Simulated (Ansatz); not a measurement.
C₄H₁₂InN (`CC(C)(C)[NH][InH2]`). Charge 0, multiplicity 1. Correlated methods include outer-core shells of In, which these sets cover unevenly. In: def2 effective core potential.

```xyz
18

C     0.680    0.959   -1.333
C     0.160    0.357   -0.026
C     0.794    1.096    1.155
C    -1.351    0.517    0.035
N     0.508   -1.052    0.036
In   -0.573   -2.747    0.171
H     0.452    2.027   -1.401
H     0.228    0.452   -2.189
H     1.765    0.842   -1.405
H     0.425    0.688    2.099
H     0.569    2.166    1.125
H     1.882    0.980    1.139
H    -1.752    0.103    0.964
H    -1.626    1.573   -0.009
H    -1.834    0.007   -0.803
H     1.510   -1.179   -0.002
H     0.440   -4.131    0.202
H    -2.278   -2.659    0.241
```

Q: Give the diagnostics of a CCSD(T)/def2-TZVPP run (frozen core, Ansatz 0.2.0). (An estimate is asked.)

A: Computed: T1 = 0.0145, largest single amplitude 0.055, largest double 0.030, (T) share of the correlation energy 3.7 %, 10 CCSD cycles. The RHF solution is stable towards an unrestricted one. T1 lies under the customary mark of 0.02 for closed shells.
